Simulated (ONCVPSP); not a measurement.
**Building the ONCV potential for Pd (LDA (Perdew-Zunger), scalar-relativistic).**

Input for ONCVPSP 4.0.1:

```
# ATOM AND REFERENCE CONFIGURATION
# atsym  z   nc   nv     iexc    psfile
  Pd 46.00    6    3        3      upf
#
#   n    l    f
    1    0    2.00
    2    0    2.00
    2    1    6.00
    3    0    2.00
    3    1    6.00
    3    2   10.00
    4    0    2.00
    4    1    6.00
    4    2   10.00
#
# PSEUDOPOTENTIAL AND OPTIMIZATION
# lmax
    2
#
#   l,   rc,      ep,       ncon, nbas, qcut
    0    1.10    0.00    4    8    7.10
    1    1.70    0.00    4    9    7.60
    2    0.40    0.00    5    8   23.60
#
# LOCAL POTENTIAL
# lloc, lpopt,  rc(5),   dvloc0
    4    5    0.30    0.00
#
# VANDERBILT-KLEINMAN-BYLANDER PROJECTORs
# l, nproj, debl
    0    2    3.50
    1    2    2.30
    2    2    2.80
#
# MODEL CORE CHARGE
# icmod, fcfact, rcfact
    3    5.00    1.75
#
# LOG DERIVATIVE ANALYSIS
# epsh1, epsh2, depsh
   -5.00    5.00    0.04
#
# OUTPUT GRID
# rlmax, drl
    6.00    0.01
#
# TEST CONFIGURATIONS
# ncnf
    4
# nvcnf
#   n    l    f
    3
    4    0    2.00
    4    1    6.00
    4    2    9.00
#
    3
    4    0    2.00
    4    1    6.00
    4    2    8.00
#
    3
    4    0    2.00
    4    1    6.00
    4    2    7.00
#
    3
    4    0    2.00
    4    1    5.00
    4    2   10.00
#
```

Command:

```bash
oncvpsp.x < Pd.dat > Pd.out
```

Output (shortened: citation, most of the input echo, consistency checks and plot data are left out):

```
[... start of the log left out ...]
         0.00100     0.02721     1335.90
         0.00010     0.00272     1514.51
         0.00001     0.00027     1648.21

Calculating optimized projector #   2

 for l=   2

    Fraction of norm inside rc  0.016309
    Optimizing pswf for qcut=  23.59 a_B^-1,  ecut= 278.25 Ha
    Residual kinetic energy error=  3.36D-02 Ha

    Energy error per electron        Cutoff
         Ha          eV             Ha
         0.01000     0.27211      822.43
         0.00100     0.02721     1744.23
         0.00010     0.00272     1964.15
         0.00001     0.00027     2126.70

Construct Vanderbilt / Kleinmman-Bylander projectors

B matrix Hermiticity error, ll=   0
   1   2   -3.4883E-04

  Orthonormal projector coefficients  5.1495E+01  4.2577E+00

B matrix Hermiticity error, ll=   1
   1   2    3.1816E-04

  Orthonormal projector coefficients  2.9597E+01  1.2248E+00

B matrix Hermiticity error, ll=   2
   1   2    2.5956E-04

  Orthonormal projector coefficients -9.8743E+02 -6.1215E+01
oncvpsp: lschvkbb ERROR   3   2 100
```

The run stopped because the bound-state solver with the separable projectors failed.

The run took about 3.4 s on one core of a shared server CPU.
